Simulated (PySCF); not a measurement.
PySCF input (M06-2X/def2-TZVPD):

```python
from pyscf import gto, scf, dft

mol = gto.M(
    atom='''
    C     2.44116810   -0.19216837    0.15730672
    C     1.13600051   -0.34054865    0.17681168
    C     0.17963101    0.67095284   -0.27108201
    C    -1.15330096    0.55392386   -0.26539941
    C    -1.96645628   -0.61401905    0.19048393
    H     3.15918071    0.56039563   -0.13023954
    H     0.72984680   -1.27782440    0.55053393
    H     0.61206720    1.59514374   -0.63856568
    H    -1.72441387    1.40111655   -0.63318914
    H    -2.64544556   -0.31835047    0.99566787
    H    -2.59366026   -0.98684880   -0.62461156
    H    -1.35982935   -1.44247600    0.55167869
    ''',
    basis='def2-tzvpd',
    charge=0,
    spin=1,
    verbose=4,
)

mf = dft.UKS(mol, xc='m062x').density_fit(auxbasis='def2-universal-jkfit')
mf.grids.level = 4
mf.conv_tol = 1e-9
mf.max_cycle = 100
mf.max_memory = 1500
mf.kernel()
if not mf.converged:
    mf = mf.newton()
    mf.kernel(mf.make_rdm1())
for _ in range(2):
    mo, _, stable, _ = mf.stability(return_status=True)
    if stable:
        break
    mf.kernel(mf.make_rdm1(mo, mf.mo_occ))
mf.analyze()
```

Output:

```
PySCF version 2.14.0

[INPUT] verbose = 4
[INPUT] num. atoms = 12
[INPUT] num. electrons = 37
[INPUT] charge = 0
[INPUT] spin (= nelec alpha-beta = 2S) = 1
[INPUT] symmetry False subgroup None
[INPUT] Mole.unit = angstrom
[INPUT] Symbol           X                Y                Z      unit          X                Y                Z       unit  Magmom
[INPUT]  1 C      2.441168100000  -0.192168370000   0.157306720000 AA    4.613139133025  -0.363145589104   0.297266618354 Bohr   0.0
[INPUT]  2 C      1.136000510000  -0.340548650000   0.176811680000 AA    2.146729841266  -0.643543680590   0.334125650824 Bohr   0.0
[INPUT]  3 C      0.179631010000   0.670952840000  -0.271082010000 AA    0.339453412379   1.267917110099  -0.512270756197 Bohr   0.0
[INPUT]  4 C     -1.153300960000   0.553923860000  -0.265399410000 AA   -2.179422953598   1.046764389262  -0.501532198521 Bohr   0.0
[INPUT]  5 C     -1.966456280000  -0.614019050000   0.190483930000 AA   -3.716063805131  -1.160327839766   0.359962458831 Bohr   0.0
[INPUT]  6 H      3.159180710000   0.560395630000  -0.130239540000 AA    5.969986319909   1.058994262103  -0.246117061189 Bohr   0.0
[INPUT]  7 H      0.729846800000  -1.277824400000   0.550533930000 AA    1.379210564890  -2.414738151287   1.040358349980 Bohr   0.0
[INPUT]  8 H      0.612067200000   1.595143740000  -0.638565680000 AA    1.156639377829   3.014384797914  -1.206714247747 Bohr   0.0
[INPUT]  9 H     -1.724413870000   1.401116550000  -0.633189140000 AA   -3.258669939701   2.647726548095  -1.196554059649 Bohr   0.0
[INPUT] 10 H     -2.645445560000  -0.318350470000   0.995667870000 AA   -4.999167585847  -0.601595199927   1.881539585329 Bohr   0.0
[INPUT] 11 H     -2.593660260000  -0.986848800000  -0.624611560000 AA   -4.901307551568  -1.864873958356  -1.180344782637 Bohr   0.0
[INPUT] 12 H     -1.359829350000  -1.442476000000   0.551678690000 AA   -2.569705047645  -2.725884581258   1.042521632859 Bohr   0.0

nuclear repulsion = 148.260033955981
number of shells = 100
number of NR pGTOs = 337
number of NR cGTOs = 248
basis = def2-tzvpd
ecp = {}

******** <class 'pyscf.df.df_jk.DFUKS'> ********
method = DFUKS
initial guess = minao
damping factor = 0
level_shift factor = 0
DIIS = <class 'pyscf.scf.diis.CDIIS'>
diis_start_cycle = 1
diis_space = 8
diis_damp = 0
SCF conv_tol = 1e-09
SCF conv_tol_grad = None
SCF max_cycles = 100
direct_scf = False
number electrons alpha = 19  beta = 18
XC library pyscf.dft.libxc version 7.1.2
    S. Lehtola, C. Steigemann, M. J. T. Oliveira, and M. A. L. Marques,  SoftwareX 7, 1–5 (2018)
XC functionals = m062x
    Y. Zhao and D. G. Truhlar,  Theor. Chem. Acc. 120, 215 (2008)
    Y. Zhao and D. G. Truhlar,  Theor. Chem. Acc. 120, 215 (2008)
radial grids:
    Treutler-Ahlrichs [JCP 102, 346 (1995); DOI:10.1063/1.469408] (M4) radial grids

becke partition: Becke, JCP 88, 2547 (1988); DOI:10.1063/1.454033
pruning grids: <function nwchem_prune>
grids dens level: 4
symmetrized grids: False
atomic radii adjust function: <function treutler_atomic_radii_adjust>
small_rho_cutoff = 0
Set gradient conv threshold to 3.16228e-05
tot grids = 253000
[...]
  beta  nocc = 18  HOMO = -0.278750361942215  LUMO = -0.041628926231482
  HOMO = -0.278750361942  LUMO = -0.0416289262315  gap/eV = 6.45240
Extra cycle  E= -194.592913571813  delta_E= -2.02e-11  |g|= 9.09e-06  |ddm|= 9.43e-05
converged SCF energy = -194.592913571813  <S^2> = 0.77282033  2S+1 = 2.0226916
uhf_internal: lowest eigs of H = [0.18856244 0.18861151 0.32069243]
<class 'pyscf.df.df_jk.DFUKS'> wavefunction is stable in the internal stability analysis
**** SCF Summaries ****
Total Energy =                        -194.592913571813256
Nuclear Repulsion Energy =             148.260033955981328
One-electron Energy =                 -553.460938072884346
Two-electron Energy =                  210.607990545089763
Two-electron Coulomb Energy =          240.195216253485341
DFT Exchange-Correlation Energy =      -29.587225708395593
HOMO-LUMO gap [eV] =                     6.452402920741379
**** MO energy ****
                             alpha | beta                alpha | beta
MO #1   energy= -10.5615729471603  | -10.5519688623968  occ= 1 | 1
MO #2   energy= -10.5479070071079  | -10.5487179014852  occ= 1 | 1
MO #3   energy= -10.5456648548866  | -10.5458899648734  occ= 1 | 1
MO #4   energy= -10.5432631041736  | -10.5420292046577  occ= 1 | 1
MO #5   energy= -10.5354555440382  | -10.5354070856552  occ= 1 | 1
MO #6   energy= -0.919853899986144 | -0.914696390011684 occ= 1 | 1
MO #7   energy= -0.860110229551601 | -0.848495720141266 occ= 1 | 1
MO #8   energy= -0.779485487437288 | -0.771085338485964 occ= 1 | 1
MO #9   energy= -0.672432084059558 | -0.651884354380304 occ= 1 | 1
MO #10  energy= -0.617693808126955 | -0.611119661398376 occ= 1 | 1
MO #11  energy= -0.556445998044602 | -0.549330454387952 occ= 1 | 1
MO #12  energy= -0.513504388759838 | -0.50353480853353  occ= 1 | 1
MO #13  energy= -0.484999845460041 | -0.48594827991283  occ= 1 | 1
MO #14  energy= -0.4809177145862   | -0.473447934446892 occ= 1 | 1
MO #15  energy= -0.440345501582847 | -0.438552556747108 occ= 1 | 1
MO #16  energy= -0.414434913198899 | -0.407708462581884 occ= 1 | 1
MO #17  energy= -0.391221285126508 | -0.38493630381613  occ= 1 | 1
MO #18  energy= -0.297279823708275 | -0.278750361942215 occ= 1 | 1
MO #19  energy= -0.291473454691573 | -0.041628926231482 occ= 1 | 0
MO #20  energy= 0.00193792343252737 | 0.0133784568822558 occ= 0 | 0
MO #21  energy= 0.0205559915473225 | 0.0201690937579204 occ= 0 | 0
MO #22  energy= 0.0329730624981371 | 0.0315985892374194 occ= 0 | 0
MO #23  energy= 0.0400955217005768 | 0.039597428287756  occ= 0 | 0
MO #24  energy= 0.0621844149349598 | 0.0622293330003276 occ= 0 | 0
MO #25  energy= 0.069121813062942  | 0.07600262208853   occ= 0 | 0
MO #26  energy= 0.0883039638911578 | 0.0867072739507256 occ= 0 | 0
MO #27  energy= 0.0978776114898024 | 0.0966206815019613 occ= 0 | 0
MO #28  energy= 0.0993682105632419 | 0.0993220840954765 occ= 0 | 0
MO #29  energy= 0.128498883954094  | 0.126510740200212  occ= 0 | 0
MO #30  energy= 0.137682005579358  | 0.13386670549321   occ= 0 | 0
MO #31  energy= 0.137809398586619  | 0.135533847637681  occ= 0 | 0
MO #32  energy= 0.147437089824803  | 0.140078594211563  occ= 0 | 0
MO #33  energy= 0.158969684462665  | 0.158251540851353  occ= 0 | 0
MO #34  energy= 0.16500096216033   | 0.166054417940193  occ= 0 | 0
MO #35  energy= 0.179848554298037  | 0.175309354879857  occ= 0 | 0
MO #36  energy= 0.189049519807832  | 0.180721858062786  occ= 0 | 0
MO #37  energy= 0.199119938881232  | 0.187371104400663  occ= 0 | 0
MO #38  energy= 0.205032040853332  | 0.204909151323656  occ= 0 | 0
MO #39  energy= 0.222067328748593  | 0.213160345410228  occ= 0 | 0
MO #40  energy= 0.228806267543982  | 0.219935619637625  occ= 0 | 0
MO #41  energy= 0.235800971118723  | 0.23091427652191   occ= 0 | 0
MO #42  energy= 0.239708467296276  | 0.235096367456436  occ= 0 | 0
MO #43  energy= 0.240606793244401  | 0.241086775588934  occ= 0 | 0
MO #44  energy= 0.25327482067963   | 0.245723083496235  occ= 0 | 0
MO #45  energy= 0.25503444353064   | 0.24849580058035   occ= 0 | 0
MO #46  energy= 0.258341738104314  | 0.254660879021399  occ= 0 | 0
MO #47  energy= 0.270085610294201  | 0.261493610371873  occ= 0 | 0
MO #48  energy= 0.278435728659351  | 0.271017299345361  occ= 0 | 0
MO #49  energy= 0.284689409580389  | 0.276318595869209  occ= 0 | 0
MO #50  energy= 0.291187629609626  | 0.291992837251477  occ= 0 | 0
MO #51  energy= 0.30036858761152   | 0.292323010809822  occ= 0 | 0
MO #52  energy= 0.300424313118155  | 0.298452702967846  occ= 0 | 0
MO #53  energy= 0.307484034725733  | 0.307179116055694  occ= 0 | 0
MO #54  energy= 0.315006137482275  | 0.315793672268193  occ= 0 | 0
MO #55  energy= 0.32738471827775   | 0.325817437371346  occ= 0 | 0
MO #56  energy= 0.327725118408247  | 0.327097009124912  occ= 0 | 0
MO #57  energy= 0.338780230220976  | 0.33882925106431   occ= 0 | 0
MO #58  energy= 0.344347382747009  | 0.340832973693248  occ= 0 | 0
MO #59  energy= 0.360540832227975  | 0.350619378920722  occ= 0 | 0
MO #60  energy= 0.365820253845269  | 0.359920136909741  occ= 0 | 0
MO #61  energy= 0.367217571824431  | 0.366937053004778  occ= 0 | 0
MO #62  energy= 0.374539815074161  | 0.373653822003566  occ= 0 | 0
MO #63  energy= 0.393437398379532  | 0.384092878070699  occ= 0 | 0
MO #64  energy= 0.395058131474798  | 0.393005546026763  occ= 0 | 0
MO #65  energy= 0.400883521267812  | 0.394695721638163  occ= 0 | 0
MO #66  energy= 0.412246625540261  | 0.404440898220385  occ= 0 | 0
MO #67  energy= 0.415754545618489  | 0.409007945181343  occ= 0 | 0
MO #68  energy= 0.421093977061297  | 0.416905512586044  occ= 0 | 0
MO #69  energy= 0.425687859895392  | 0.425320847629947  occ= 0 | 0
MO #70  energy= 0.439473116858662  | 0.437994939755538  occ= 0 | 0
MO #71  energy= 0.44890761032023   | 0.448714710707051  occ= 0 | 0
MO #72  energy= 0.453803910421382  | 0.453820863626769  occ= 0 | 0
MO #73  energy= 0.455355357838092  | 0.453917190986167  occ= 0 | 0
MO #74  energy= 0.472784593839772  | 0.47248157690957   occ= 0 | 0
MO #75  energy= 0.473500861672347  | 0.475035927459526  occ= 0 | 0
MO #76  energy= 0.493935421018609  | 0.493470850985825  occ= 0 | 0
MO #77  energy= 0.497149633882237  | 0.494020749745022  occ= 0 | 0
MO #78  energy= 0.514426104483764  | 0.510279943966275  occ= 0 | 0
MO #79  energy= 0.530338371572564  | 0.526806831133682  occ= 0 | 0
MO #80  energy= 0.536174495909393  | 0.528845376526153  occ= 0 | 0
MO #81  energy= 0.539204040800845  | 0.533020226172042  occ= 0 | 0
MO #82  energy= 0.552041501361993  | 0.546926631523066  occ= 0 | 0
MO #83  energy= 0.557963137361547  | 0.554194764115123  occ= 0 | 0
MO #84  energy= 0.574063155147364  | 0.570293246763622  occ= 0 | 0
MO #85  energy= 0.604451528220334  | 0.59525305701208   occ= 0 | 0
MO #86  energy= 0.605182461481112  | 0.597221215369166  occ= 0 | 0
MO #87  energy= 0.621428041754486  | 0.61834156805583   occ= 0 | 0
MO #88  energy= 0.642045060167357  | 0.639983280348248  occ= 0 | 0
MO #89  energy= 0.642258941498727  | 0.643187132052608  occ= 0 | 0
MO #90  energy= 0.648426880082517  | 0.647961316205428  occ= 0 | 0
MO #91  energy= 0.666848133899531  | 0.664673592756737  occ= 0 | 0
MO #92  energy= 0.675382865479762  | 0.673112791488394  occ= 0 | 0
MO #93  energy= 0.678944867671929  | 0.676956235280519  occ= 0 | 0
MO #94  energy= 0.708324043505594  | 0.694067615828393  occ= 0 | 0
MO #95  energy= 0.711192912397176  | 0.708604668851269  occ= 0 | 0
MO #96  energy= 0.725074858138732  | 0.724472333450203  occ= 0 | 0
MO #97  energy= 0.726369806758911  | 0.7246522464927    occ= 0 | 0
MO #98  energy= 0.735739636227838  | 0.727743176628598  occ= 0 | 0
MO #99  energy= 0.738418967236237  | 0.739062051679     occ= 0 | 0
MO #100 energy= 0.749010148259079  | 0.746587532949878  occ= 0 | 0
MO #101 energy= 0.760036514805384  | 0.760183778550098  occ= 0 | 0
MO #102 energy= 0.773944915106668  | 0.769649761953596  occ= 0 | 0
MO #103 energy= 0.788034082469555  | 0.787199883189134  occ= 0 | 0
MO #104 energy= 0.792767169536917  | 0.792316320618208  occ= 0 | 0
[...]
```

It need not be the lowest isomer of its formula.
